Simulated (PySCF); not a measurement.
Compound: H4O4Zn (charge -2 and singlet state).
Bonds: O1–Zn2, Zn2–O3, Zn2–O4, Zn2–O5. Hydrogens: H6 on O1; H7 on O3; H8 on O4; H9 on O5.

A GFN2-xTB structure was refined with PBE0-D3(BJ)/def2-SVP geometry optimisation, gas phase in PySCF 2.14.0. Its GFN2-xTB values:

```csv
coordinate,GFN2-xTB
O1–Zn2,2.012 Å
O1–H6,0.958 Å
Zn2–O3,2.057 Å
Zn2–O4,2.032 Å
O1–Zn2–O3,104.7°
O1–Zn2–O4,114.4°
O1–Zn2–O5,113.7°
O3–Zn2–O4,106.9°
O3–Zn2–O5,110.2°
O4–Zn2–O5,106.7°
```

Q: How do these coordinates change at the PBE0-D3(BJ)/def2-SVP level?

A: 
| coordinate | PBE0-D3(BJ)/def2-SVP (Å or °) | change |
| --- | --- | --- |
| O1–Zn2 | 1.964 | -0.048 |
| Zn2–O3 | 2.035 | -0.022 |
| Zn2–O4 | 2.019 | -0.013 |
| O1–H6 | 0.967 | +0.009 |
| O3–Zn2–O5 | 98.1 | -12.1 |
| O1–Zn2–O4 | 126.0 | +11.6 |
| O4–Zn2–O5 | 96.0 | -10.7 |
| O1–Zn2–O5 | 123.7 | +10.0 |
| O3–Zn2–O4 | 98.6 | -8.3 |
| O1–Zn2–O3 | 108.8 | +4.1 |

The energy falls by 6.9 kcal/mol over 12 energy and gradient evaluations, the largest force component goes from 0.0114 to 4.0e-04 Eh/bohr, and the atoms move by 0.441 Å rms after alignment. The bond that changes most is O1–Zn2 (ends: hydroxyl oxygen; zinc bonded to 4 O), which shortens by 0.048 Å. Bonds longer at the end by more than 0.005 Å: 4 of 8; shorter: 4. Among the dihedrals that turn most is O3–Zn2–O5–H9, from 150° to 96°. Rotational constants go from 2806, 2622, 2539 to 3317, 2573, 2546 MHz.

The run used 107 basis functions and 87 SCF cycles in all. The run took 55 s wall on one thread, Arm Neoverse V1 (shared host).

Whether it is a minimum is left open (no frequencies). Whether so highly charged an anion holds all its electrons in the gas phase wasn't checked; a finite basis holds them in any case. No counter-ion or solvent screens the charge of this multiply charged ion.
